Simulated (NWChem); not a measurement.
Species: GaBrF2; SMILES [Ga]([Br])([F])[F]

```xyz
4

Ga     0.0000     0.0000     0.7377
F      0.0000    -1.4719     1.6538
F      0.0000     1.4719     1.6538
Br     0.0000     0.0000    -1.5039
```
Atoms are numbered in this order, from 1.

All runs: NWChem. Pople sets run with spherical d functions. Geometry: optimised at PBE0/def2-SVP. Total energies compare along this basis series because the functional is fixed.

```
level           basis functions  energy (Ha)  highest occupied level (eV)  orbital gap (eV)  dipole (D)  relative time
--------------  ---------------  -----------  ---------------------------  ----------------  ----------  -------------
B3LYP/STO-3G                 46   -4645.0561                        -2.29              3.40        0.82              1
B3LYP/3-21G                  62   -4675.9934                        -8.65              6.45        0.64              1
B3LYP/6-31G*                 92   -4698.3048                        -9.01              6.43        1.19              6
B3LYP/6-311G**              124   -4698.8902                        -9.12              6.44        1.38              5
```

Relative times are rough (shared machine, one core).
